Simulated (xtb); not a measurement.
C3H11NSi2, SMILES C=C([SiH3])C[SiH2]N. All values are semi-empirical tight-binding results from xtb (GFN2-xTB unless named), good for trends rather than for accurate numbers. Geometry optimised at GFN2-xTB. This is a generated structure with no PubChem entry under its InChIKey; it may be hypothetical. The values are those of a single conformer.

Optimised geometry:

Bonded distances (Å): C1–C2 1.325, C1–H7 1.078, C1–H8 1.079, C2–Si3 1.890, C2–C4 1.500, Si3–H9 1.467, Si3–H10 1.468, Si3–H11 1.463, C4–Si5 1.902, C4–H12 1.094, C4–H13 1.095, Si5–N6 1.726, Si5–H14 1.464, Si5–H15 1.475, N6–H16 1.007, N6–H17 1.007. Bond angles (°): C2–C1–H7 121.5, C2–C1–H8 122.8, H7–C1–H8 115.8, C1–C2–Si3 121.6, C1–C2–C4 123.3, Si3–C2–C4 115.0, C2–Si3–H9 109.2, C2–Si3–H10 109.2, C2–Si3–H11 110.4, H9–Si3–H10 108.4, H9–Si3–H11 109.9, H10–Si3–H11 109.7, C2–C4–Si5 118.2, C2–C4–H12 107.9, C2–C4–H13 107.5, Si5–C4–H12 108.3, Si5–C4–H13 109.0, H12–C4–H13 105.1, C4–Si5–N6 104.1, C4–Si5–H14 113.5, C4–Si5–H15 110.1, N6–Si5–H14 104.3, N6–Si5–H15 114.7, H14–Si5–H15 110.1, Si5–N6–H16 119.1, Si5–N6–H17 118.3, H16–N6–H17 109.4.
Charge 0, spin multiplicity 1.

A frequency run showed that this geometry is not a minimum.

| Quantity | Value |
|---|---|
| orbital gap | 4.17 eV |
| dipole moment | 1.56 D |
| static polarisability (D4 model) | 104.4 bohr³ |
| solvation energy, GFN2-xTB/ALPB(water) | -2.0 kcal/mol |
| solvation energy, GFN2-xTB/ALPB(dmso) | -7.0 kcal/mol |

Computed atomic charges and the Wiberg bond orders between heavy atoms:
charges (e) C1 -0.10, C2 -0.10, Si3 0.44, C4 -0.16, Si5 0.48, N6 -0.41, H7 0.02, H8 0.02, H9 -0.11, H10 -0.11, H11 -0.11, H12 0.02, H13 0.01, H14 -0.10, H15 -0.10, H16 0.15, H17 0.14. Bond orders C1–C2 1.95, C2–Si3 0.89, C2–C4 1.05, C4–Si5 0.86, Si5–N6 1.14.
